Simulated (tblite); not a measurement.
A tight-binding relaxation on `C=C[C@@H]1C[O][Ge@H]([F])[O]1`.

Computed with GFN2-xTB geometry optimisation, gas phase (tblite 0.8.0). Start geometry: from a force field or distance geometry. The command runs a driver script over a list of jobs; the input below is this job's line of settings and its coordinates in Å.

Command:
```bash
OMP_NUM_THREADS=1 python probes_run.py task.json out
```

Input:
```
{"job": {"kind": "relax", "xc": "GFN2-xTB", "basis": "xTB"}, "charge": 0, "multiplicity": 1}
C     -2.514300    -0.177200    -0.252600
C     -1.315800    -0.566200    -0.661700
C     -0.092900    -0.440300     0.239900
C      0.272400     1.061400     0.433700
O      1.569600     1.175700     0.967700
Ge     2.371000    -0.252800     0.286300
F      3.439900     0.210800    -1.034300
O      0.978300    -1.136500    -0.326600
H     -2.666400     0.263300     0.730500
H     -3.382000    -0.294900    -0.904800
H     -1.207100    -1.024600    -1.635800
H     -0.341000    -0.897600     1.226700
H      0.213000     1.606700    -0.513600
H     -0.438400     1.526500     1.144800
H      3.109400    -1.046500     1.392900
```

Output:
```
step      E/eV     max force
  0    -733.53446    1.761
  1    -733.64882    0.980
  2    -733.72299    0.562
  3    -733.74601    0.494
  4    -733.76416    0.456
  5    -733.77360    0.341
  6    -733.78331    0.281
  7    -733.79656    0.263
  8    -733.80362    0.249
  9    -733.80865    0.189
... (119 lines left out)
129    -733.92265    0.052
130    -733.92290    0.040
131    -733.92313    0.038
132    -733.92332    0.030
133    -733.92347    0.025
134    -733.92355    0.025
135    -733.92359    0.016
136    -733.92363    0.016
137    -733.92365    0.013
138    -733.92366    0.008
```

«max force» is the largest atomic force in eV/Å.

Q: From which step on does the largest force stay under 0.1 eV/Å, and how much energy is left to gain from there?

A: From step 124 (0.089 eV/Å), 3.3 meV above the end.

In short: energy lowered by 9.0 kcal/mol over 138 steps; largest atomic force 0.008 eV/Å at the end.

Q: Give the final coordinates.

A: 0.861 Å rms from the input after alignment:
```
atom  x, y, z in Å
C1    -2.3889   -0.5244   -0.6621
C2    -1.0882   -0.3164   -0.6090
C3    -0.3067   -0.1767    0.6618
C4     0.3172    1.2414    0.7507
O5     1.6016    1.2317    0.1534
Ge6    2.2439   -0.4063    0.1158
F7     2.5941   -0.8188   -1.5386
O8     0.7534   -1.1260    0.6958
H9    -2.9853   -0.6156    0.2310
H10   -2.9117   -0.6111   -1.5987
H11   -0.4838   -0.2410   -1.5053
H12   -0.9415   -0.3653    1.5330
H13   -0.3010    1.9650    0.2155
H14    0.4088    1.5431    1.7989
H15    3.4837   -0.7716    0.8509
```

Q: How long does this job take on Arm Neoverse N1, one thread, shared host with 64 logical CPUs at a one-minute load of 56?

A: About 1.4 s.
Labels such as C1 count atoms from 1, the log's own numbers from 0.
